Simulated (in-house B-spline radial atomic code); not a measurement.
## The praseodymium ion Pr⁵⁺: [He] 2s1 2p6 3s2 3p6 3d10 4s2 4p6 4d10 4f2 5s2 (5p1/2)1 (5p3/2)4 (with a hole in an inner shell)

Computed with a radial B-spline atomic code at the basis-set limit: Dirac-Hartree-Fock, average of the jj configuration, Fermi nucleus of rms radius 4.8919 fm.

Effective charges: Z_r = [3n² - l(l+1)]/(2<r>) from the radius, Z_e = n√(-2ε) from the energy, and Slater's rules. Values are occupation-weighted means over j. An effective charge above Z reflects the relativistic contraction of the inner shells.

| shell | electrons | ε (eV) | <r> (bohr) | Z_r | Z_e | Slater |
| --- | --- | --- | --- | --- | --- | --- |
| 1s | 2 | -42505 | 0.02409 | 62.27 | 55.89 | 58.70 |
| 2s | 1 | -7114.6 | 0.1024 | 58.59 | 45.73 | 55.20 |
| 2p | 6 | -6383.2 | 0.0898 | 55.68 | 43.32 | 55.20 |
| 3s | 2 | -1649.4 | 0.2679 | 50.40 | 33.03 | 48.60 |
| 3p | 6 | -1419.6 | 0.2653 | 47.12 | 30.64 | 48.60 |
| 3d | 10 | -1088.4 | 0.2418 | 43.43 | 26.83 | 38.85 |
| 4s | 2 | -403.99 | 0.6101 | 39.34 | 21.80 | 32.25 |
| 4p | 6 | -323.65 | 0.6417 | 35.84 | 19.51 | 32.25 |
| 4d | 10 | -202.42 | 0.6974 | 30.11 | 15.43 | 20.85 |
| 5s | 2 | -106.25 | 1.407 | 26.66 | 13.97 | 12.90 |
| 5p | 5 | -81.97 | 1.566 | 23.31 | 12.27 | 12.90 |
| 4f | 2 | -78.177 | 0.8529 | 21.11 | 9.59 | 13.65 |

The least bound orbital is 4f7/2 at -78.05 eV, while the most diffuse is 5p3/2 (<r> = 1.578 bohr against 0.8563 bohr): energy order and size order differ. The part-filled 2s shell lies below the filled 5s shell in orbital energy.

For the 1s electron the small component carries 4.78 % of the norm, the zero-frequency Breit interaction raises the level by 113 eV, self-energy by 67.9 eV, and vacuum polarisation lowers it by 10.27 eV.
